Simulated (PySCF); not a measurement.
C2H9AlGeO, SMILES [CH3][Al]([O][GeH3])[CH3], PBE0/def2-SVP optimised geometry. Atoms within 1.6 Å of the plane z = 0.0 Å (x, y, z in Å): Ge1 (-1.53, 2.23, 0.00), O2 (-0.71, 0.69, 0.00), Al3 (0.08, -0.82, 0.00), C4 (-1.03, -2.43, 0.00), C5 (2.04, -0.82, 0.00), H6 (-0.48, 3.36, -0.07), H7 (-2.35, 2.36, 1.30), H8 (-2.47, 2.30, -1.23), H9 (-0.44, -3.36, 0.03), H10 (-1.71, -2.44, 0.86), H11 (-1.66, -2.47, -0.90), H12 (2.43, -0.32, 0.90), H13 (2.43, -0.27, -0.87), H14 (2.47, -1.84, -0.03).

Computed with PySCF with PBE0/def2-TZVP. Cells within 0.4 Å of a nucleus heavier than hydrogen are left out (blank, or x).

Map of the electron localisation function on the plane z = 0.0 Å:

```
|000000000000000000000000000|
|000000000002210000000000000|
|000000000059995000000000000|
|000000000289999500000000000|
|000000000399999900000000000|
|000000011389999910000000000|
|000000121118999700000000000|
|000000232x71773000000000000|
|000001233xx1210000000000000|
|000000231321421000000000000|
|000000111268874000000000000|
|00000000158xx85000000000000|
|00000000268xx83012222000000|
|000000002578710365554100000|
|000000000123074295165200000|
|0000000000105xx19xx45200000|
|000000000267062396587410000|
|000000002469931367999820000|
|0000000145xx883027999930000|
|0000000256xx762004999820000|
|000000014558995000698400000|
|000000002369998100010000000|
|000000000169999200000000000|
|000000000048998100000000000|
|000000000014762000000000000|
|000000000000000000000000000|
|000000000000000000000000000|
```
Scale: ten equal steps from 0.000 (start of '0') to 1.000 (end of '9'), in the order '0123456789'; x runs from -5.50 to 5.50, y from -5.50 (bottom) to 5.50 (top).
